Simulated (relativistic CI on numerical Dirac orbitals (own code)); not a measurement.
How well does a small relativistic CI reproduce S3+?

Calculated at this level of theory: Dirac-Coulomb-Breit CI, orbitals from a KLI potential per configuration, a model potential for QED, valence Slater integrals scaled by 0.85, configuration energies shifted to the measured levels that pair with them (semi-empirical) (own radial code, finite nucleus).

Configurations in the expansion (outside the closed core [Ne]): 3s²3p, 3s3p², 3s²3d, 3s²4s, 3p³, 3s3p3d, 3s²4p, 3s²4d, 3s3p4s, 3s²5s, 3s²5p, 3s3p4p, 3s²5d, 3s²5g, 3p3d², 3p²3d, 3s²4f, 3s3d², 3p²4s, 3p²4p, 3s3d4s, 3s²5f, 3s3d4p, 3s4s², 3s3p4d, 3s4s4p, 3s3p4f, 3s3p5s, 3p3d4s, 3s3p5p. Levels of other configurations are missing.

| Configuration | Term (tabulated) | J | Measured (cm⁻¹) | Computed | Error | Purity (%) |
| --- | --- | --- | --- | --- | --- | --- |
| 3s²3p | 2P° | 1/2 | 0.0 | 0 | 0 | 96 |
| 3s²3p | 2P° | 3/2 | 951.4 | 933 | -18 | 96 |
| 3s3p² | 4P | 1/2 | 71184.1 | 71206 | 22 | 99 |
| 3s3p² | 4P | 3/2 | 71528.7 | 71540 | 12 | 99 |
| 3s3p² | 4P | 5/2 | 72074.4 | 72070 | -4 | 99 |
| 3s3p² | 2D | 3/2 | 94103.1 | 94319 | 216 | 83 |
| 3s3p² | 2D | 5/2 | 94150.3 | 94365 | 215 | 83 |
| 3s3p² | 2S | 1/2 | 123509.3 | 121557 | -1952 | 97 |
| 3s3p² | 2P | 1/2 | 133619.6 | 131276 | -2344 | 95 |
| 3s3p² | 2P | 3/2 | 134245.4 | 131885 | -2361 | 95 |
| 3s²3d | 2D | 3/2 | 152133.2 | 152145 | 12 | 81 |
| 3s²3d | 2D | 5/2 | 152146.8 | 152146 | -1 | 81 |
| 3s²4s | 2S | 1/2 | 181448.2 | 181451 | 3 | 96 |
| 3p³ | 2D° | 3/2 | 185055.2 | 186054 | 999 | 60 |
| 3p³ | 2D° | 5/2 | 185148.0 | 186144 | 996 | 60 |
| 3p³ | 4S° | 3/2 | 196455.4 | 195434 | -1022 | 99 |
| 3s3p3d | 4F° | 3/2 | 203442.8 | 204820 | 1377 | 100 |
| 3s3p3d | 4F° | 5/2 | 203632.8 | 205005 | 1372 | 100 |
| 3s3p3d | 4F° | 7/2 | 203906.3 | 205268 | 1362 | 100 |
| 3s3p3d | 4F° | 9/2 | 204264.9 | 205615 | 1350 | 100 |
| 3p³ | 2P° | 3/2 | 211366.6 | 210964 | -403 | 58 |
| 3p³ | 2P° | 1/2 | 211376.3 | 210964 | -413 | 56 |
| 3s²4p | 2P° | 1/2 | 213514.7 | 213499 | -16 | 76 |
| 3s²4p | 2P° | 3/2 | 213725.3 | 213703 | -22 | 79 |
| 3s3p3d | 4P° | 5/2 | 222198.3 | 221782 | -417 | 98 |
| 3s3p3d | 4P° | 3/2 | 222488.6 | 222071 | -417 | 98 |
| 3s3p3d | 4P° | 1/2 | 222692.4 | 222270 | -423 | 99 |
| 3s3p3d | 4D° | 1/2 | 224342.7 | 224357 | 15 | 99 |
| 3s3p3d | 4D° | 3/2 | 224435.6 | 224441 | 5 | 98 |
| 3s3p3d | 4D° | 5/2 | 224539.3 | 224539 | 0 | 98 |
| 3s3p3d | 4D° | 7/2 | 224617.3 | 224621 | 4 | 99 |
| 3s3p3d | 2D° | 5/2 | 233610.4 | 233456 | -155 | 75 |
| 3s3p3d | 2D° | 3/2 | 233641.7 | 233482 | -160 | 75 |
| 3s3p3d | 2F° | 5/2 | 241646.3 | 243265 | 1619 | 98 |
| 3s3p3d | 2F° | 7/2 | 242421.4 | 244028 | 1606 | 98 |
| 3s²4d | 2D | 3/2 | 255395.8 | 255402 | 6 | 98 |
| 3s²4d | 2D | 5/2 | 255400.3 | 255402 | 1 | 98 |
| 3s3p4s | 4P° | 1/2 | 263097.1 | 263107 | 10 | 99 |
| 3s3p4s | 4P° | 3/2 | 263448.1 | 263452 | 4 | 98 |
| 3s3p4s | 4P° | 5/2 | 264067.7 | 264060 | -7 | 99 |
| 3s3p3d | 2P° | 3/2 | 264882.8 | 264172 | -711 | 75 |
| 3s3p3d | 2P° | 1/2 | 265055.1 | 264382 | -674 | 75 |
| 3s3p4s | 2P° | 1/2 | 270826.7 | 271336 | 509 | 89 |
| 3s²5s | 2S | 1/2 | 271020.9 | 271025 | 4 | 99 |
| 3s3p4s | 2P° | 3/2 | 271436.9 | 271937 | 500 | 89 |
| 3s3p3d | 2P° | 3/2 | 278642.4 | 279031 | 389 | 85 |
| 3s3p3d | 2P° | 1/2 | 278676.9 | 279050 | 373 | 87 |
| 3s3p3d | 2D° | 3/2 | 281093.6 | 280150 | -943 | 77 |
| 3s3p3d | 2D° | 5/2 | 281231.6 | 280266 | -966 | 79 |
| 3s²5p | 2P° | 1/2 | 285122.2 | 285127 | 5 | 93 |
| 3s²5p | 2P° | 3/2 | 285296.0 | 285299 | 3 | 92 |
| 3s3p4p | 2P | 1/2 | 292569.2 | 293516 | 947 | 73 |
| 3s3p4p | 2P | 3/2 | 292893.9 | 293695 | 801 | 81 |
| 3s3p4p | 4D | 1/2 | 293310.8 | 292819 | -492 | 75 |
| 3s3p4p | 4D | 3/2 | 293463.1 | 293118 | -345 | 84 |
| 3s3p4p | 4D | 5/2 | 293736.6 | 293579 | -157 | 99 |
| 3s3p4p | 4D | 7/2 | 294282.2 | 294119 | -164 | 99 |
| 3s3p4p | 4P | 1/2 | 297397.1 | 297401 | 4 | 99 |
| 3s3p4p | 4P | 3/2 | 297592.7 | 297504 | -88 | 80 |
| 3s3p4p | 4P | 5/2 | 298010.3 | 298015 | 5 | 99 |
| 3s3p4p | 4S | 3/2 | 299369.3 | 298236 | -1133 | 80 |
| 3s3p4p | 2D | 3/2 | 301109.8 | 301361 | 252 | 74 |
| 3s3p4p | 2D | 5/2 | 301576.4 | 301727 | 151 | 61 |
| 3s²5d | 2D | 3/2 | 303337.8 | 303311 | -26 | 74 |
| 3s²5d | 2D | 5/2 | 303480.1 | 303534 | 54 | 61 |
| 3s3p4p | 2S | 1/2 | 308761.0 | 308988 | 227 | 97 |
| 3s3p4s | 2P° | 1/2 | 308939.3 | 308265 | -674 | 92 |
| 3s3p4s | 2P° | 3/2 | 308996.2 | 308295 | -701 | 92 |
| 3s²5g | 2G | 9/2 | 309921.0 | 309925 | 4 | 100 |
| 3s²5g | 2G | 7/2 | 309921.2 | 309924 | 3 | 100 |

Measured levels from NIST levels in Podobedova, Kelleher and Wiese, J. Phys. Chem. Ref. Data 38, 171 (2009); pairs were made by configuration, J and term (by order where the table uses no LS term), so strongly mixed levels may be paired wrongly.

Mean error by configuration (cm⁻¹): 3s²3p -18; 3s3p² -775; 3s²3d 5; 3s²4s 3; 3p³ 32; 3s3p3d 219; 3s²4p -19; 3s²4d 4; 3s3p4s -51; 3s²5s 4; 3s²5p 4; 3s3p4p 0; 3s²5d 14; 3s²5g 4. Over the excited levels the mean absolute error is 473 cm⁻¹ (69 of the 69 excited levels that our extract of the source holds in range could be paired), and the median relative error of those above 1,000 cm⁻¹ is 0.1 %, both after the shifts were fitted to these levels, so that a configuration with one level shows no error.

Configurations whose levels could be paired with our table of measured levels were shifted onto them, all but the ground configuration, by the median error of their levels; single terms can still be off by 1,000 to 2,000 cm⁻¹ or more, and rates follow the energies as ν³ (E1, M1) or ν⁵ (E2). The others borrow a shift and can be off by several thousand cm⁻¹ or more. The fine structure of a lone outer electron comes out too small, for d and f at times inverted, and misplaced configurations move strength between like terms. 69 of the 69 excited levels that our extract of the measured tables holds in this range could be paired (the sources list more); they are missed by 473 cm⁻¹ on average and 2361 at most, after the shifts were fitted to these levels, and levels without a partner can miss by more.

Shifts applied (cm⁻¹): 3s²3p 0; 3s3p² -373; 3s²3d -3157; 3s²4s -2769; 3p³ -2562; 3s3p3d -1101; 3s²4p -3083; 3s²4d -10663; 3s3p4s -807; 3s²5s -10807; 3s²5p -11077; 3s3p4p -2942; 3s²5d -11438; 3s²5g -14076.
